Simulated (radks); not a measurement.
Question: These are the eigenvalues of the occupied orbitals of an atom or ion with whole-number occupations (eV). All-electron calculation, non-relativistic Kohn-Sham, PBEsol, spin-polarised, spherical densities, point nucleus. Program: a radial shooting solver on a logarithmic mesh with Libxc functionals.

orbital  eigenvalue
1s down   -5866.881
1s up     -5866.869
2s up     -697.9306
2s down   -696.4811
2p up     -599.2143
2p down   -598.1208
3s up     -112.4139
3s down   -108.9489
3p up      -84.7070
3p down    -81.2860
3d up      -40.6093

Which element is it, and in what charge state? The configuration may be excited. Open shells, if any, are filled with parallel spins first.

Answer: Z = 24, chromium, charge +3: Cr3+ in [Ar] 3d3. The list shows which subshells hold electrons but not how many an open one holds; the 1s level, -215.6 hartree, gives Z - s = 20.8 by -(Z - s)^2/2, which with screening narrows Z to a few neighbours, and the depths of the outer levels then fix element, charge and occupations together.
